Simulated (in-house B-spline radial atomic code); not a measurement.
**Ionising Rb5+ with different functionals**

Computed with a B-spline radial code for spherical atoms: four-component Dirac-Coulomb Hamiltonian, Fermi nucleus of rms radius 4.2036 fm, spin-restricted, spherical fractional occupations for the functionals. The ionisation energy is the difference of two self-consistent energies, [Ar] 3d10 4s2 4p2 → [Ar] 3d10 4s2 4p1, without Breit or QED terms; ε is the level of the shell that loses the electron (mean over j). The electron is taken from both j subshells in proportion to 2j + 1, so the result is a j average, not the step between ground levels.

Hybrids are left out here: with spherical fractional occupations of an open shell their exact exchange keeps a self-interaction that integer-occupation calculations don't have.

| method | rung | ΔSCF (eV) | -ε(4p) (eV) |
| --- | --- | --- | --- |
| LDA VWN5 | LDA | 82.88 | 75.34 |
| relativistic LDA | LDA | 82.85 | 75.32 |
| LDA PW92 | LDA | 82.87 | 75.34 |
| LDA exchange-only | LDA | 81.26 | 73.73 |
| PBE | GGA | 82.48 | 75.00 |
| PBEsol | GGA | 82.53 | 75.05 |
| BLYP | GGA | 82.48 | 74.95 |
| RPBE | GGA | 82.35 | 74.91 |
| PW91 | GGA | 82.63 | 75.14 |
| BP86 | GGA | 82.68 | 75.18 |
| AM05 | GGA | ? | ? |
| OLYP | GGA | ? | ? |

Question: What does AM05 give?

Answer: ΔSCF 82.52 eV, and -ε(4p) = 75.04 eV.

Question: What does OLYP give?

Answer: ΔSCF 82.39 eV, and -ε(4p) = 74.98 eV.

Question: How do they compare with the NIST value?

Answer: NIST lists 83 eV ± 2 (tabulated theory, ground level to ground level). Errors run from -1.64 to -0.02 eV; all lie within about twice that uncertainty, so the table can't rank the methods.
